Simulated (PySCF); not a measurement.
# Radial density of Ta (tantalum, neutral)

B97-3, [Xe] 4f14 5d2 6s2 7s1, high-spin 4F determinant (an excited configuration). Calculation: PySCF 2.14, in x2c-TZVPPall with one added diffuse shell each of s, p, d, f type (12s8p8d4f1g, 113 functions); the spin-free X2C one-electron Hamiltonian (Gaussian nucleus).

```
r (bohr)  4πr²ρ (e/bohr)  4πr²(ρα − ρβ)
  0.0139           100.6        -0.0003
  0.0234           87.47        -0.0010
  0.0394           112.7         0.0045
  0.0663           129.4         0.0397
   0.112           103.1         0.0924
   0.188           113.3         0.0035
   0.316           61.30         0.0995
   0.531           62.40         0.0458
   0.893           20.43         0.3103
    1.50           7.474         1.2018
    2.53           1.707         0.6110
    4.25          0.4184         0.0662
    7.15          0.1638         0.1582
    12.0         0.05487         0.0549
    20.2       0.0001502         0.0002
```

Densities and radii are taken from the X2C orbitals without a picture-change correction, which distorts them close to the nucleus.

Spin-orbit coupling, absent here, splits the open shell strongly. The outer electron is Rydberg-like, and this basis confines it to a smaller radius and binds it less than a complete one would.
